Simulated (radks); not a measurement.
The numbers below are computed, except where a source is named.
Task: The mean radii <r> (bohr) of the occupied orbitals of an atom or ion are listed with their occupations. Level of theory: scalar-relativistic Kohn-Sham, PBE, spin-unpolarised, spherical densities, finite nucleus; Fermi nuclear charge, rms radius of each element as measured or else 0.836 A^(1/3) + 0.57 fm (a radial shooting solver on a logarithmic mesh with Libxc functionals).

| orbital | occ. | <r> |
|---|---|---|
| 1s | 2 | 0.1760 |
| 2s | 2 | 0.8767 |
| 2p | 2 | 0.8284 |

Name the element and its charge.

Result: Z = 9, fluorine, charge +3: F3+ in [He] 2s2 2p2. The 1s radius gives Z: for a bare nucleus <r> = (2 gamma + 1)/(2Z) with gamma = sqrt(1 - (Z/c)^2), 0.1664 bohr for Z = 9, and screening makes it slightly larger (0.1760 here). The occupations add up to 6, and the charge is Z minus that.
